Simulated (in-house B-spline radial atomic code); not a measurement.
Ionisation energies along the 46-electron series, configuration [Kr] 4d10, as differences of self-consistent energies. Dirac energy differences include first-order Breit, QED and recoil terms. NIST's values go from ground level to ground level; the uncertainty of those that are theory runs from under 0.1 % in few-electron ions to several per cent in heavy many-electron ones. Computed with a radial B-spline atomic code at the basis-set limit: Dirac-Hartree-Fock, average of the configuration, finite nuclei.

```
  ion  configuration after  ionisation energy (eV)  IE/(q+1)² (eV)  Breit and QED recoil part (eV)  tabulated value (eV)  computed minus tabulated (eV)
Ce12+             [Kr] 4d9                   312.8          1.8509                       -0.057932                   312                            0.8
Pr13+             [Kr] 4d9                   350.8            1.79                       -0.073227                   350                            0.8
Nd14+             [Kr] 4d9                       ?               ?                               ?                     ?                              ?
Pm15+             [Kr] 4d9                   432.3          1.6886                        -0.10903                   430                            2.3
Sm16+             [Kr] 4d9                       ?               ?                               ?                     ?                              ?
Eu17+             [Kr] 4d9                   520.9          1.6077                        -0.15216                   518                            2.9
```

(1) Fill in the row of Nd14+.

(2) Fill in the row of Sm16+.

Where a p, d or f electron is removed, the computed value is a mean over both j, so it misses the tabulated one by a part of the spin-orbit splitting; averaging over terms and missing correlation add to the gap, relatively most at low charge.

## Answers

(1) ionisation energy (eV): 390.7; IE/(q+1)² (eV): 1.7363; Breit and QED recoil part (eV): -0.090241; tabulated value (eV): 389; computed minus tabulated (eV): 1.7.

(2) ionisation energy (eV): 475.7; IE/(q+1)² (eV): 1.646; Breit and QED recoil part (eV): -0.12964; tabulated value (eV): 474; computed minus tabulated (eV): 1.7.
